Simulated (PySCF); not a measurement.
C2H4NO, SMILES CC([NH])=O, multiplicity 2.

Geometry: ωB97X-D3(BJ)/def2-SVP. The isomer is the one that the SMILES or the coordinates give; other isomers of the formula were not compared. The values are those of a single conformer.

Calculation: TDA-M06-2X/def2-SVPD in PySCF.

Vertical excitations. Isolated molecule, no solvent.

| state | energy (eV) | λ (nm) | f | main pairs |
|---|---|---|---|---|
| root 1 | 0.70 | 1760 | 0.000 | β HOMO→LUMO 82 %, β HOMO−1→LUMO 13 % |
| root 2 | 2.40 | 517 | 0.006 | β HOMO−1→LUMO 69 %, β HOMO→LUMO 13 % |
| root 3 | 4.74 | 261 | 0.015 | α HOMO−1→LUMO 9 %, β HOMO−2→LUMO 52 %, β HOMO−1→LUMO 10 %, β HOMO−5→LUMO 8 % |
| root 4 | 5.36 | 231 | 0.003 | α HOMO→LUMO 60 %, β HOMO−2→LUMO 9 %, β HOMO→LUMO+2 7 %, β HOMO−3→LUMO 6 % |
| root 5 | 5.59 | 222 | 0.001 | α HOMO→LUMO 26 %, β HOMO−3→LUMO 31 %, β HOMO→LUMO+2 13 %, β HOMO−6→LUMO 10 % |
| root 6 | 6.11 | 203 | 0.002 | β HOMO→LUMO+2 27 %, β HOMO−3→LUMO 24 %, β HOMO−6→LUMO 11 %, β HOMO−5→LUMO 10 % |
| root 7 | 6.78 | 183 | 0.002 | α HOMO−1→LUMO 17 %, β HOMO−5→LUMO 26 %, β HOMO−4→LUMO 20 %, β HOMO→LUMO+2 18 % |
| root 8 | 7.16 | 173 | 0.028 | α HOMO−1→LUMO 24 %, β HOMO−1→LUMO+2 28 %, β HOMO−2→LUMO 12 %, β HOMO−3→LUMO 9 % |
| root 9 | 7.62 | 163 | 0.005 | β HOMO→LUMO+1 83 % |
| root 10 | 7.72 | 161 | 0.005 | α HOMO−2→LUMO 10 %, β HOMO−5→LUMO 31 %, β HOMO−6→LUMO 14 %, β HOMO−3→LUMO 14 %, β HOMO−4→LUMO 10 % |
Unrestricted roots are not spin-pure.
